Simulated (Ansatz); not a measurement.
Computed with Ansatz on PBE0-D4/def2-TZVP structures; ΔE is electronic, products minus reactants. CCSD(T)/CBS is the MP2 limit (def2-TZVPP, def2-QZVPP) plus CCSD(T) − MP2 in def2-TZVPP, frozen cores. This one scheme is used for every species. DFT in def2-TZVPP. B3LYP here is the variant with VWN-RPA as its local correlation; programs differ in this. Each species was taken in one conformer, which may not be the lowest.

Reaction (ligand exchange at the Si–C bond): `O[SiH2]C[Si](O)(Cl)Cl` + HCl → `O[Si](Cl)(Cl)Cl` + `C[SiH2]O`

Problem. Is it downhill or uphill in electronic energy at CCSD(T)/CBS, and by how much? (Best estimate.)

Solution. The calculation gave: Downhill: ΔE = -0.62 eV.

Problem. What do these levels give: PBE-D4, PBE0-D4, B3LYP-D4, ωB97M-V, r2SCAN, PBE0, B3LYP, HF/def2-TZVPP, SCS-MP2/def2-TZVPP, HF/def2-QZVPP, MP2/def2-QZVPP, SCS-MP2/def2-QZVPP? (An estimate is asked.)

Solution. The calculation gave: PBE-D4 -0.60, PBE0-D4 -0.61, B3LYP-D4 -0.62, ωB97M-V -0.62, r2SCAN -0.68, PBE0 -0.68, B3LYP -0.74, HF/def2-TZVPP -0.81, SCS-MP2/def2-TZVPP -0.64, HF/def2-QZVPP -0.82, MP2/def2-QZVPP -0.64, SCS-MP2/def2-QZVPP -0.67 eV.

Largest T1 diagnostic among the species: 0.010.

The D4 term adds +0.12 eV with B3LYP and +0.07 eV with PBE0; it sums over pairs of atoms, weighted by their polarisabilities, and B3LYP, whose exchange is more repulsive, gets the larger term. In def2-TZVPP, CCSD(T) changes the Hartree–Fock value by +0.23 eV (the triples alone add +0.03 eV) and MP2 by +0.20 eV.
